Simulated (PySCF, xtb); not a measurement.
Ru(O)4 anion (O4Ru), SMILES [Ru](=[O])(=[O])(=[O])=[O] (connectivity only; charge and spin as stated), charge -1, multiplicity 2.

Harmonic wavenumbers (cm⁻¹) from xtb with GFN2-xTB at its own minimum, in rising order: 156, 201, 274, 274, 321, 619, 694, 718, 718.

Question: What does B3LYP-D3(BJ)/def2-SVPD run with PySCF give at its own minimum? (Estimate from the structure and the level; the computed values follow.)

Answer: 217, 237, 269, 325, 325, 846, 891, 891, 899. Paired by order, the mean absolute difference is 104 cm⁻¹ and the zero-point energies are 5.7 and 7.0 kcal/mol.
